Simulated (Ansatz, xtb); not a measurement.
# Isomers of C3H8F2SSi2 in order of energy

4 gas-phase structures of C3H8F2SSi2, from a drawn sample of its isomers (lower ones may exist). Each was relaxed with GFN2-xTB; where two conformers were screened, the lower at r2SCAN-D4/def2-SVP is listed:

A. `C=CC[Si@H](F)S[SiH2]F`, a singlet
B. `F[Si](F)(S[SiH3])C1CC1`, a singlet
C. `F[SiH2]S[Si@H](F)C1CC1`, a singlet
D. `C=CC[Si](F)(F)S[SiH3]`, a singlet

Question: Which do you expect lowest at r2SCAN-D4/def2-SVP, and how would the others follow?

Answer: Calculated order at r2SCAN-D4/def2-SVP: D (0.0), B (1.3), A (4.1), C (7.2) kcal/mol.

Energies above the lowest of each column, in kcal/mol; the last columns are at B3LYP-D3(BJ)/def2-SVP geometries:

```
structure  GFN2-xTB  HF/STO-3G  r2SCAN-D4/def2-SVP  B3LYP-D3(BJ)/def2-SVP  CCSD(T)/def2-SVP + ΔMP2/def2-TZVPP
        D      11.9        5.6                 0.0                    0.0                                 0.0
        B       6.9        0.0                 1.3                    5.2                                 4.4
        A       5.9       10.8                 4.1                    3.8                                 4.2
        C       0.0        5.6                 7.2                   10.1                                 9.8
```

CCSD(T)/def2-SVP + ΔMP2/def2-TZVPP puts D lowest; GFN2-xTB picks C, HF/STO-3G picks B. CCSD(T)/def2-SVP + ΔMP2/def2-TZVPP orders those it was run on as D (0.0), A (4.2), B (4.4), C (9.8) kcal/mol. Less than 1 kcal/mol parts A and B, so the order within that pair means little. Flexible structures stand in one conformer each, not always the lowest. ΔMP2 is the change of the MP2 energy from the smaller to the larger basis.

Over these structures GFN2-xTB departs from r2SCAN-D4/def2-SVP by 5.7 kcal/mol on average once a common shift is removed. A GFN2-xTB relaxation took about 0.18 s and the r2SCAN-D4/def2-SVP energy about 2.7 s on a shared host (Ansatz 0.2.0, xtb 6.7.1).
